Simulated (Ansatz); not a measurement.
Reaction (ligand exchange at a B–O bond): `OBC=S` + H₂S → `S=CBS` + H₂O

Calculated with Ansatz (gas phase, PBE0-D4/def2-TZVP geometries, no zero-point term in ΔE). CBS: MP2 limit from def2 TZ/QZ plus the TZ coupled-cluster correction, frozen cores. This one scheme is used for every species. DFT in def2-TZVPP. B3LYP here is the variant with VWN-RPA as its local correlation; programs differ in this. One conformer a species, not always the lowest.

`OBC=S`:

Z-matrix (Å, degrees):
```
B
C 1 1.568
O 1 1.350 2 116.9
H 1 1.198 2 121.3 3 -180.0
S 2 1.614 1 122.4 3 179.9
H 2 1.094 1 118.8 3 -0.1
H 3 0.961 1 113.6 2 -180.0
```

H₂S:

Z-matrix (Å, degrees):
```
S
H 1 1.341
H 1 1.341 2 92.3
```

`S=CBS`:

Cartesian coordinates in Å:
```
S 0.240 -1.784 -0.924
C 0.402 -0.832 0.369
B -0.048 0.679 0.457
S -0.814 1.492 -0.900
H 0.864 -1.269 1.258
H 0.124 1.306 1.456
H -0.768 0.407 -1.716
```

H₂O:

Z-matrix (Å, degrees):
```
O
H 1 0.960
H 1 0.960 2 105.1
```

| level | ΔE (kcal/mol) | difference from CCSD(T)/CBS |
| --- | --- | --- |
| PBE-D4 | 7.4 | -2.3 |
| r2SCAN-D4 | 9.3 | -0.4 |
| PBE0-D4 | 8.7 | -1.0 |
| B3LYP-D4 | 11.0 | 1.3 |
| ωB97X-V | 12.0 | 2.3 |
| ωB97M-V | 11.9 | 2.2 |
| B2PLYP | 11.8 | 2.1 |
| PBE | 8.4 | -1.3 |
| B3LYP | 12.8 | 3.1 |
| HF/def2-TZVPP | 18.0 | 8.3 |
| SCS-MP2/def2-TZVPP | 11.4 | 1.7 |
| CCSD/def2-TZVPP | 12.4 | 2.7 |
| HF/def2-QZVPP | 18.3 | 8.6 |
| MP2/def2-QZVPP | 8.7 | -1.0 |
| MP2/CBS(def2) | 8.1 | -1.6 |
| CCSD/CBS(def2) | 11.2 | 1.5 |
| CCSD(T)/CBS | 9.7 | 0 |

Largest T1 diagnostic among the species: 0.017.

In def2-TZVPP, CCSD(T) changes the Hartree–Fock value by −7.1 kcal/mol (the triples alone add −1.5 kcal/mol) and MP2 by −8.7 kcal/mol. The D4 term adds −1.8 kcal/mol with B3LYP and −0.9 kcal/mol with PBE0; it sums over pairs of atoms, weighted by their polarisabilities, and B3LYP, whose exchange is more repulsive, gets the larger term.
